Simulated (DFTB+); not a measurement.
DFTB+ input (SCC-DFTB): The folder sk holds the Slater-Koster set scc that CP2K ships.

```
Geometry = xyzFormat {
12

C     -0.90460423    -0.84732698     0.11065920
C     -1.06018108     0.61470875    -0.21602431
C      0.15747036     0.12761119     0.49611742
N      1.44757121     0.09578820    -0.26068901
H     -0.71084687    -1.52651156    -0.71038905
H     -1.48809910    -1.27667292     0.91219987
H     -1.75324154     1.21500696     0.35544829
H     -0.96997087     0.90861000    -1.25450300
H      0.33551045     0.37797384     1.53179942
H      1.91776843     1.00575094    -0.23487798
H      2.08906113    -0.60397470     0.12480599
H      1.29070966    -0.14065778    -1.24417437
}
Hamiltonian = DFTB {
  SCC = Yes
  SCCTolerance = 1e-8
  MaxSCCIterations = 300
  Charge = 1
  SlaterKosterFiles = Type2FileNames {
    Prefix = "sk/"
    Separator = ""
    Suffix = ".spl"
    LowerCaseTypeName = Yes
  }
  MaxAngularMomentum {
    C = "p"
    H = "s"
    N = "p"
  }
  Filling = Fermi { Temperature [K] = 0 }
}
ParserOptions { ParserVersion = 14 }
```

Output:

```
|===============================================================================
|
|
|  Copyright (C) 2006 - 2025  DFTB+ developers group
|
|===============================================================================
|
|  When publishing results obtained with DFTB+, please cite the following
|  reference:
|
|    Recent Developments in DFTB+, a Software Package for Efficient Atomistic
|    Quantum Mechanical Simulations, J. Phys. Chem. A 129, 5373−5390 (2025).
|    [https://doi.org/10.1021/acs.jpca.5c01146]
|
|  You should also cite additional publications crediting the parametrization
|  data you use. Please consult the documentation of the SK-files for the
|  references.
|
|===============================================================================

Reading input file 'dftb_in.hsd'
Parser version: 14

--------------------------------------------------------------------------------
Reading SK-files:
./sk/cc.spl
./sk/cn.spl
./sk/ch.spl
./sk/nn.spl
./sk/nh.spl
./sk/hh.spl
Done.

Processed input in HSD format written to 'dftb_pin.hsd'

Starting initialization...
--------------------------------------------------------------------------------
WARNING!
-> Dipole printed for a charged system : origin dependent quantity
Mode:                        Static calculation
Self consistent charges:     Yes
SCC-tolerance:                 0.100000E-07
Max. scc iterations:                    300
Shell resolved Hubbard:      No
Spin polarisation:           No
Nr. of up electrons:            12.000000
Nr. of down electrons:          12.000000
Periodic boundaries:         No
Electronic solver:           Relatively robust
Mixer:                       Broyden mixer
Mixing parameter:                  0.200000
Nr. of chrg. vec. in memory:            300
Max. SCC-cycles:                        300
Electronic temperature:              0.100000E-07 H      0.272114E-06 eV
Initial charges:             Set automatically (system chrg:   0.100E+01)
Included shells:             C:  s, p
                             N:  s, p
                             H:  s
Extra options:
                             Mulliken analysis

--------------------------------------------------------------------------------

***  Geometry step: 0

 iSCC Total electronic   Diff electronic      SCC error
    1   -0.10534305E+02    0.00000000E+00    0.49322602E+00
    2   -0.10548585E+02   -0.10534305E+02    0.33097120E+00
    3   -0.10561430E+02   -0.14279236E-01    0.86297876E-01
    4   -0.10561522E+02   -0.12845404E-01    0.77326977E-02
    5   -0.10561525E+02   -0.92377211E-04    0.17155160E-02
    6   -0.10561526E+02   -0.28966947E-05    0.48858134E-03
    7   -0.10561526E+02   -0.67013042E-06    0.19278507E-03
    8   -0.10561526E+02   -0.61169203E-08    0.20278275E-04
    9   -0.10561526E+02   -0.79703888E-09    0.13523750E-05
   10   -0.10561526E+02   -0.26147973E-10    0.22473431E-06
>> Charges saved for restart in charges.bin
   11   -0.10561526E+02   -0.25401903E-12    0.27616087E-09

Total Energy:                      -10.2061627806 H         -277.7238 eV
Extrapolated to 0K:                -10.2061627806 H         -277.7238 eV
Total Mermin free energy:          -10.2061627806 H         -277.7238 eV
Force related energy:              -10.2061627806 H         -277.7238 eV

 Fermi distribution function

Calculation with static geometry

********************************************************************************
 iSCC Total electronic   Diff electronic      SCC error
   11   -0.10561526E+02   -0.25401903E-12    0.27616087E-09
********************************************************************************

 Total charge:     1.00000000

 Atomic gross charges (e)
 Atom           Charge
    1      -0.13435576
    2      -0.13435576
    3      -0.03482852
    4       0.00009831
    5       0.09906087
    6       0.12944681
    7       0.12944680
    8       0.09906088
    9       0.12383433
   10       0.24078857
   11       0.24078857
   12       0.24101490

Nr. of electrons (up):     24.00000000
Atom populations (up)
 Atom       Population
    1       4.13435576
    2       4.13435576
    3       4.03482852
    4       4.99990169
    5       0.90093913
    6       0.87055319
    7       0.87055320
    8       0.90093912
    9       0.87616567
   10       0.75921143
   11       0.75921143
   12       0.75898510

l-shell populations (up)
 Atom Sh.   l       Population
    1   1   0       1.22745326
    1   2   1       2.90690249
    2   1   0       1.22745326
    2   2   1       2.90690249
    3   1   0       1.18056904
    3   2   1       2.85425948
    4   1   0       1.41425706
    4   2   1       3.58564463
    5   1   0       0.90093913
    6   1   0       0.87055319
    7   1   0       0.87055320
    8   1   0       0.90093912
    9   1   0       0.87616567
   10   1   0       0.75921143
   11   1   0       0.75921143
   12   1   0       0.75898510

Orbital populations (up)
 Atom Sh.   l   m       Population  Label
    1   1   0   0       1.22745326  s
    1   2   1  -1       0.87009149  p_y
    1   2   1   0       1.01068976  p_z
    1   2   1   1       1.02612124  p_x
    2   1   0   0       1.22745326  s
    2   2   1  -1       0.96330096  p_y
    2   2   1   0       0.96150311  p_z
    2   2   1   1       0.98209843  p_x
    3   1   0   0       1.18056904  s
    3   2   1  -1       1.19408125  p_y
    3   2   1   0       0.92859748  p_z
    3   2   1   1       0.73158074  p_x
    4   1   0   0       1.41425706  s
    4   2   1  -1       1.17995899  p_y
    4   2   1   0       1.19158637  p_z
    4   2   1   1       1.21409927  p_x
    5   1   0   0       0.90093913  s
    6   1   0   0       0.87055319  s
    7   1   0   0       0.87055320  s
    8   1   0   0       0.90093912  s
    9   1   0   0       0.87616567  s
   10   1   0   0       0.75921143  s
   11   1   0   0       0.75921143  s
   12   1   0   0       0.75898510  s

Fermi level:                        -0.2826643682 H           -7.6917 eV
Band energy:                       -16.1628421549 H         -439.8133 eV
TS:                                  0.0000000000 H            0.0000 eV
Band free energy (E-TS):           -16.1628421549 H         -439.8133 eV
Extrapolated E(0K):                -16.1628421549 H         -439.8133 eV
Input / Output electrons (q):     24.0000000000     24.0000000000

Energy H0:                         -10.6923750271 H         -290.9543 eV
Energy SCC:                          0.1308490313 H            3.5606 eV
Total Electronic energy:           -10.5615259958 H         -287.3937 eV
Repulsive energy:                    0.3553632152 H            9.6699 eV
Total energy:                      -10.2061627806 H         -277.7238 eV
Extrapolated to 0:                 -10.2061627806 H         -277.7238 eV
Total Mermin free energy:          -10.2061627806 H         -277.7238 eV
Force related energy:              -10.2061627806 H         -277.7238 eV

Non-constrained calculation

SCC converged

Warning: dipole moment is not defined absolutely!
Dipole moment:    1.87079154    0.12713097   -0.32196861 au
Dipole moment:    4.75507819    0.32313472   -0.81836265 Debye
```

The dipole moment of an ion depends on the origin.

The geometry given is a B3LYP-D3(BJ)/def2-TZVP minimum.
